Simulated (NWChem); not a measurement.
CBrClF$_{2}$; SMILES C(F)(Cl)(F)Br

This build's default masses of Se (78.918 u) and Br (79.917 u) are each other's, which moves their modes by up to 0.6 %.

Problem. Give the equilibrium geometry at B3LYP/6-31G* (spherical d) (NWChem) as a Z-matrix, with the point group.

Solution. point group Cs; any orientation.
```
C
F 1 1.3321
F 1 1.3321 2 108.67
Cl 1 1.7834 2 109.28 3 -119.17
Br 1 1.9651 2 108.81 3 118.33
```
